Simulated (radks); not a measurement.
The samarium ion Sm+, configuration [Xe] 4f6 6s1.

Method: scalar-relativistic Kohn-Sham, LDA (Slater exchange, Perdew-Wang correlation), spin-polarised, spherical densities, finite nucleus; open shells are filled with parallel spins first (spin-orbit coupling, left out, can overturn this in heavy ions); Fermi nuclear charge, rms radius 5.0819 fm; computed with a radial shooting solver on a logarithmic mesh with Libxc functionals.

Energy parts (hartree):
total: -10419.3144
kinetic: 11133.4109
electron-nucleus: -25358.5114
Hartree: 4033.9234
exchange-correlation: -228.1373

Orbitals (lengths in bohr, moments of r in powers of bohr; r(90%) holds 90 % of the orbital's charge):
1s up: occ. 1; eigenvalue (hartree) -1713.711; <r^4> 1.321e-06; <r> 0.02276; <r^2> 0.0007059; r(90%) 0.0411
1s down: occ. 1; eigenvalue (hartree) -1713.711; <r^4> 1.321e-06; <r> 0.02276; <r^2> 0.0007059; r(90%) 0.0411
2s up: occ. 1; eigenvalue (hartree) -280.2460; <r^4> 0.0002126; <r> 0.09708; <r^2> 0.01112; r(90%) 0.150
2s down: occ. 1; eigenvalue (hartree) -280.2433; <r^4> 0.0002126; <r> 0.09708; <r^2> 0.01112; r(90%) 0.150
2p up: occ. 3; eigenvalue (hartree) -250.1549; <r^4> 0.0001574; <r> 0.08550; <r^2> 0.008923; r(90%) 0.139
2p down: occ. 3; eigenvalue (hartree) -250.1530; <r^4> 0.0001574; <r> 0.08550; <r^2> 0.008922; r(90%) 0.139
3s up: occ. 1; eigenvalue (hartree) -61.55917; <r^4> 0.008376; <r> 0.2553; <r^2> 0.07448; r(90%) 0.374
3s down: occ. 1; eigenvalue (hartree) -61.48833; <r^4> 0.008352; <r> 0.2552; <r^2> 0.07439; r(90%) 0.374
3p up: occ. 3; eigenvalue (hartree) -52.14842; <r^4> 0.008753; <r> 0.2536; <r^2> 0.07454; r(90%) 0.380
3p down: occ. 3; eigenvalue (hartree) -52.07821; <r^4> 0.008722; <r> 0.2534; <r^2> 0.07442; r(90%) 0.379
3d up: occ. 5; eigenvalue (hartree) -39.36139; <r^4> 0.007062; <r> 0.2312; <r^2> 0.06288; r(90%) 0.361
3d down: occ. 5; eigenvalue (hartree) -39.30634; <r^4> 0.007025; <r> 0.2309; <r^2> 0.06273; r(90%) 0.360
4s up: occ. 1; eigenvalue (hartree) -12.44098; <r^4> 0.2096; <r> 0.5797; <r^2> 0.3794; r(90%) 0.833
4s down: occ. 1; eigenvalue (hartree) -12.27286; <r^4> 0.2096; <r> 0.5796; <r^2> 0.3793; r(90%) 0.833
4p up: occ. 3; eigenvalue (hartree) -9.34654; <r^4> 0.2754; <r> 0.6138; <r^2> 0.4287; r(90%) 0.893
4p down: occ. 3; eigenvalue (hartree) -9.17896; <r^4> 0.2759; <r> 0.6138; <r^2> 0.4288; r(90%) 0.894
4d up: occ. 5; eigenvalue (hartree) -5.00198; <r^4> 0.4474; <r> 0.6713; <r^2> 0.5232; r(90%) 1.01
4d down: occ. 5; eigenvalue (hartree) -4.83628; <r^4> 0.4519; <r> 0.6720; <r^2> 0.5247; r(90%) 1.01
4f up: occ. 6; eigenvalue (hartree) -0.36779; <r^4> 5.877; <r> 0.9870; <r^2> 1.329; r(90%) 1.73
4f down: occ. 0; eigenvalue (hartree) -0.22593; <r^4> 11.58; <r> 1.073; <r^2> 1.665; r(90%) 1.94
5s up: occ. 1; eigenvalue (hartree) -1.85491; <r^4> 7.307; <r> 1.402; <r^2> 2.214; r(90%) 2.02
5s down: occ. 1; eigenvalue (hartree) -1.75805; <r^4> 7.732; <r> 1.421; <r^2> 2.274; r(90%) 2.05
5p up: occ. 3; eigenvalue (hartree) -1.11013; <r^4> 15.00; <r> 1.649; <r^2> 3.093; r(90%) 2.43
5p down: occ. 3; eigenvalue (hartree) -1.03399; <r^4> 16.14; <r> 1.678; <r^2> 3.204; r(90%) 2.47
6s up: occ. 1; eigenvalue (hartree) -0.33144; <r^4> 392.8; <r> 3.816; <r^2> 16.31; r(90%) 5.51
6s down: occ. 0; eigenvalue (hartree) -0.29316; <r^4> 460.5; <r> 3.940; <r^2> 17.48; r(90%) 5.74

The highest occupied level is 6s up at -9.019 eV. For comparison, the ionisation energy in NIST's Atomic Spectra Database is 11.08 eV (semi-empirical). In exact Kohn-Sham theory the highest level is minus the ionisation energy, but local and semilocal functionals leave it too shallow, through self-interaction and a potential that decays too fast; potentials with the right tail come closer.
